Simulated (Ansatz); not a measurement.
Geometry optimisation, Ansatz, RKS PBE-D4/6-31G.

Input:

```yaml
crystal:
  periodic: [false, false, false]
  atoms:
    - { symbol: Si, position_ang: [0.0, 0.0, 0.0] }
    - { symbol: Cl, position_ang: [0.0, 0.0, 2.13] }
    - { symbol: C, position_ang: [1.7634, 0.0, -0.6227] }
    - { symbol: H, position_ang: [2.1111, -1.0463, -0.7509] }
    - { symbol: H, position_ang: [1.8119, 0.5276, -1.5981] }
    - { symbol: H, position_ang: [2.4154, 0.5187, 0.1108] }
    - { symbol: H, position_ang: [-0.6877, 1.1914, -0.4862] }
    - { symbol: O, position_ang: [-0.7913, -1.3709, -0.5594] }
    - { symbol: C, position_ang: [-1.5365, -2.2685, 0.2501] }
    - { symbol: H, position_ang: [-1.2251, -2.1576, 1.3097] }
    - { symbol: H, position_ang: [-2.6187, -2.04, 0.1571] }
    - { symbol: H, position_ang: [-1.349, -3.3106, -0.083] }
basis:
  gaussian: { orbitals: "6-31G" }
hamiltonian:
  xc: pbe
  dispersion: d4
relax:
  f_tol: 0.02
  max_steps: 40
```

Run as:

```bash
$ ansatz run input.yaml --threads 1 --pin off --max-ram 2048MiB --backend cpu --events-out ev --progress --plain --runs-dir out
```

Question: Where does it end, and by what steps?

Answer: The forces met the threshold. Limits of this set-up: no polarisation functions. After 11 steps the energy has fallen by 0.325 eV; H6 moved furthest, 0.79 Å.

```
step  energy less start (eV)  largest force component (eV/Å)  accepted
   0                  0.0000                           1.204       yes
   1                 -0.2053                           0.404       yes
   2                 -0.2377                           0.165       yes
   3                 -0.2577                           0.232       yes
   4                 -0.2809                           0.358       yes
   5                 -0.3018                           0.292       yes
   6                 -0.3107                           0.085       yes
   7                 -0.3166                           0.125       yes
   8                 -0.3225                           0.101       yes
   9                 -0.2602                           1.027        no
  10                 -0.3244                           0.028       yes
  11                 -0.3249                           0.013       yes
```

```xyz
12
Properties=species:S:1:pos:R:3
Si 0.140 -0.128 0.131
Cl 0.367 0.070 2.326
C 1.832 0.098 -0.677
H 2.516 -0.690 -0.328
H 1.737 0.024 -1.773
H 2.255 1.080 -0.415
H -0.920 0.897 -0.227
O -0.395 -1.728 -0.266
C -1.671 -2.279 0.191
H -1.653 -2.450 1.282
H -2.516 -1.612 -0.059
H -1.799 -3.239 -0.328
```

Whether the end is a true minimum wasn't checked by a vibrational analysis.

The run took 54 s on 1 thread of Arm Neoverse V1 (shared host), peak memory 0.17 GiB.
